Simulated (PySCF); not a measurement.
Computed spin Hamiltonian

Species: C₈H₆N (doublet state).
Atom-mapped SMILES: `[CH2:1][c:2]1[cH:3][cH:4][c:5]([C:6]#[N:7])[cH:8][cH:9]1` (hydrogens: H10, H11 on C1; H12 on C3; H13 on C4; H14 on C8; H15 on C9)

Theory: PySCF 2.14.0, UKS B3LYP, pcH-1 on C H N, non-relativistic, mean-field spin-orbit, GIAO. Isolated species at its GFN2-xTB geometry, gas phase. Couplings are sensitive to structure, and on GFN2-xTB geometries they can be far from those on DFT ones. No stability test was run, so a lower SCF solution isn't excluded. ⟨S²⟩ is 0.785 where a pure state has 0.75.

```
g1, g2, g3      : 2.00219, 2.00292, 2.00297
g_iso           : 2.00269
Form of g       : close to axial: the two nearest values differ by 6 % of g3 − g1
⟨S²⟩            : 0.7852 (exact 0.7500)
Total energy    : -363.18266 Eh
Basis functions : 285
```

Hyperfine couplings atom by atom, in 10⁻⁴ cm⁻¹; T1 to T3 are the principal values of the dipolar part (1 × 10⁻⁴ cm⁻¹ = 2.998 MHz):

```
atom  isotope  a_iso     T1     T2    T3  Mulliken spin population
  C1      13C   18.6  -18.1  -17.8  35.9                      0.71
  C2      13C  -13.5   -7.2    2.9   4.3                     -0.20
  C3      13C    7.9   -6.2   -6.1  12.4                      0.25
  C4      13C   -7.6   -5.5    2.5   3.1                     -0.13
  C5      13C    9.4   -8.0   -7.5  15.5                      0.29
  C6      13C   -7.2   -2.3   -0.1   2.4                     -0.07
  N7      14N    1.0   -1.9   -1.5   3.4                      0.12
  C8      13C   -7.6   -5.5    2.5   3.1                     -0.13
  C9      13C    7.9   -6.2   -6.1  12.4                      0.25
 H10       1H  -14.3   -8.4   -0.3   8.7                     -0.03
 H11       1H  -14.3   -8.4   -0.3   8.7                     -0.03
 H12       1H   -5.3   -2.0   -0.7   2.7                     -0.01
 H13       1H    2.4   -0.8   -0.5   1.3                      0.01
 H14       1H    2.4   -0.8   -0.5   1.3                      0.01
 H15       1H   -5.3   -2.0   -0.7   2.7                     -0.01
```

The Mulliken spin populations are largest on C1 (+0.71), C5 (+0.29), C3 (+0.25) and C9 (+0.25). Four atoms exceed +0.15. The angles at C1 add up to 360.0°, so it is planar; its axial dipolar tensor and the negative couplings of its protons fit spin in a p orbital normal to that plane.

Axes: g1 is normal to the molecular plane and g2 points within 1° of the C5–C6 bond.

Under fast tumbling the dipolar parts average out, and these isotropic splittings remain: 2 × 1H (H10/H11, I = 1/2, 3 lines) with 1.53 mT, 2 × 1H (H12/H15, I = 1/2, 3 lines) with 0.56 mT, 2 × 1H (H13/H14, I = 1/2, 3 lines) with 0.25 mT and 1 × 14N (N7, I = 1, 3 lines) with 0.10 mT.

The 13C coupling of C1 (55.9 MHz) shows only in satellite lines or after enrichment, since that isotope makes up about 1.07 % of natural carbon.
